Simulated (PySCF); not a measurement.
Two-component Hartree-Fock for Mn¹⁶⁺ (manganese, charge +16)

Start: [He] 2s2 2p5; 2p1/2 filled at m_j = +1/2; 2p3/2 filled at m_j = -3/2, -1/2, +1/2, +3/2. Calculated with PySCF 2.14 in an uncontracted even-tempered set (18 s from 3.4 bohr⁻², ratio 2.4; 11 p from 4.4 bohr⁻², ratio 2.4; 5 d from 20 bohr⁻², ratio 2.6; 5 f from 30 bohr⁻², ratio 2.6): generalised Hartree-Fock with the X2C-1e Hamiltonian and a Gaussian nucleus; one run each with spin-orbit coupling (SO) screened by Boettger's factors, then bare. This is a chosen level, not necessarily the ground level.

```
spinor shell  electrons  ε, screened SO (eV)  ε, bare SO (eV)  weight of nominal j (bare SO)  rms radius, bare SO (bohr)
       1s1/2          2              -7210.1          -7210.2                          1.000                      0.0702
       2s1/2          2              -1342.4          -1342.4                          1.000                       0.292
       2p1/2          1              -1245.0          -1245.8                          1.000                       0.259
       2p3/2          4              -1228.2          -1227.9                          1.000                       0.262
```

```json
{"quantity": "E (hartree)", "screened SO": "-1011.72715", "bare SO": "-1011.70574"}
{"quantity": "M_J", "screened SO": "1/2", "bare SO": "1/2"}
{"quantity": "⟨J²⟩", "screened SO": "0.750", "bare SO": "0.750"}
{"quantity": "⟨L²⟩", "screened SO": "2.001", "bare SO": "2.001"}
{"quantity": "⟨S²⟩", "screened SO": "0.750", "bare SO": "0.750"}
```

Each row is a mean over spinors that exchange with the open shell spreads, by up to 6.470 eV (2s1/2).
